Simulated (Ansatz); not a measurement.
Co5O4⁺. Total charge 1; triplet. Geometry PBE-D4/def2-SVP.

| atom | x (Å) | y (Å) | z (Å) |
| --- | --- | --- | --- |
| Co1 | -0.048 | 0.785 | 1.573 |
| Co2 | 1.299 | 1.026 | -0.407 |
| Co3 | -1.077 | 0.664 | -0.699 |
| Co4 | -1.005 | -1.325 | 0.715 |
| Co5 | 0.516 | -1.066 | -1.360 |
| O6 | 0.152 | -2.266 | -0.160 |
| O7 | 0.295 | 0.664 | -1.919 |
| O8 | 1.623 | 1.179 | 1.273 |
| O9 | -1.757 | 0.338 | 0.984 |

At HF/STO-3G, LDA (SPW92)/def2-TZVP, r2SCAN-D4/def2-TZVP, PBE0-D4/def2-TZVP and others the charge 1 triplet is spin-contaminated (final ⟨S²⟩ up to 12.76, 2.00 for a pure state). The geometry of the triplet was relaxed on an unsound state (⟨S²⟩ 5.92, where a pure state has 2.00). The structure comes from a short search, and lower isomers may exist.

Task: Estimate the α-spin orbital energies around the gap (eV) in Ansatz with HF/STO-3G, LDA (SPW92)/def2-TZVP, r2SCAN-D4/def2-TZVP, PBE0-D4/def2-TZVP, BHLYP-D4/def2-TZVP.

Result: 
```tsv
orbital	HF/STO-3G	LDA (SPW92)/def2-TZVP	r2SCAN-D4/def2-TZVP	PBE0-D4/def2-TZVP	BHLYP-D4/def2-TZVP
HOMO−13	-20.40	-12.30	-12.88	-14.73	-16.97
HOMO−12	-19.90	-12.14	-12.63	-14.51	-16.86
HOMO−11	-18.79	-12.07	-12.45	-14.36	-16.75
HOMO−10	-17.78	-11.88	-12.33	-14.21	-16.55
HOMO−9	-17.70	-11.77	-12.32	-14.05	-16.22
HOMO−8	-17.39	-11.64	-12.12	-14.02	-15.83
HOMO−7	-16.96	-11.51	-11.90	-13.50	-15.57
HOMO−6	-16.79	-11.29	-11.53	-13.36	-15.16
HOMO−5	-16.23	-11.15	-11.43	-13.08	-14.72
HOMO−4	-15.73	-10.96	-11.37	-13.00	-14.52
HOMO−3	-15.15	-10.91	-11.21	-12.63	-14.11
HOMO−2	-14.40	-10.79	-10.93	-12.44	-13.80
HOMO−1	-13.22	-10.49	-10.86	-12.29	-13.70
HOMO	-9.73	-10.44	-10.37	-12.08	-13.42
LUMO	-2.97	-10.27	-9.63	-8.47	-7.36
LUMO+1	-2.26	-10.03	-9.18	-8.23	-6.22
LUMO+2	-2.21	-10.00	-8.96	-7.99	-5.81
LUMO+3	-1.94	-9.73	-8.79	-7.37	-5.48
LUMO+4	-1.47	-9.59	-8.64	-7.26	-5.28
LUMO+5	-1.29	-9.34	-8.50	-7.15	-5.08
β HOMO	-9.36	-10.59	-10.25	-11.66	-12.06
β LUMO	-3.59	-10.42	-9.32	-8.28	-6.96
```
